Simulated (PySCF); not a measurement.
Geometry:
| atom | x (Å) | y (Å) | z (Å) |
| --- | --- | --- | --- |
| C1 | -1.289 | 1.232 | -0.355 |
| C2 | -0.655 | -0.161 | -0.395 |
| C3 | -1.312 | -1.086 | 0.633 |
| C4 | 0.809 | -0.064 | -0.134 |
| C5 | 1.546 | 0.385 | 0.943 |
| N6 | 2.853 | 0.249 | 0.653 |
| N7 | 2.980 | -0.247 | -0.514 |
| N8 | 1.763 | -0.448 | -1.018 |
| H9 | -1.169 | 1.671 | 0.632 |
| H10 | -0.818 | 1.890 | -1.083 |
| H11 | -2.351 | 1.168 | -0.581 |
| H12 | -0.799 | -0.587 | -1.395 |
| H13 | -1.195 | -0.679 | 1.635 |
| H14 | -2.374 | -1.187 | 0.421 |
| H15 | -0.857 | -2.073 | 0.608 |
| H16 | 1.221 | 0.785 | 1.880 |
| H17 | 1.639 | -0.838 | -1.939 |

Isolated molecule, equivalent nuclei averaged, relativity neglected, a single conformation. Shieldings: GIAO PBE0/pcSseg-1; geometry: GFN2-xTB; PySCF 2.14.0 with density-fitted response routines.

Shifts are taken against calculated references (same method and geometry level): ¹³C and ¹H vs TMS; ¹⁵N against NH3.

| atoms | nucleus | count | Hirshfeld charge | δ (ppm) |
| --- | --- | --- | --- | --- |
| N6 | ¹⁵N | 1 | -0.14 | 391.7 |
| H16 | ¹H | 1 | 0.06 | 7.64 |
| N7 | ¹⁵N | 1 | -0.10 | 391.7 |
| H17 | ¹H | 1 | 0.16 | ? |
| N8 | ¹⁵N | 1 | -0.02 | 253.1 |
| H12 | ¹H | 1 | 0.04 | 2.85 |
| C2 | ¹³C | 1 | -0.02 | 29.6 |
| H9/H10/H11/H13/H14/H15 | ¹H | 6 | 0.04 | ? |
| C5 | ¹³C | 1 | -0.05 | 131.4 |
| C1/C3 | ¹³C | 2 | -0.12 | 27.1 |
| C4 | ¹³C | 1 | 0.04 | ? |

Fill in the missing shifts.

Answers


- C4: 150.9 ppm, substituted aromatic carbon next to a ring nitrogen
- H17: 10.68 ppm, hydrogen on a pyrrole-type ring nitrogen; exchangeable; this is the value without hydrogen bonding to other molecules
- H9/H10/H11/H13/H14/H15: 1.37 ppm, hydrogen on a methyl carbon

The OH or NH signal is concentration- and solvent-dependent in practice; the value given is the gas-phase one. Shifts are as computed. Against solution values, carbons near 30 ppm lie about +3 ppm off and those near 130 ppm about +5 ppm. Of 1211 compounds with measured shifts, 218 miss one by over three times the rms of a fit or turn the order of signals round; such compounds aren't used in these exercises. Experimental scales use liquid or dissolved standards, which lie at an offset from isolated NH3 (liquid NH3: subtract about 20 ppm). Unscaled 15N shifts of sp2 nitrogen come out 20 to 40 ppm too high even then.
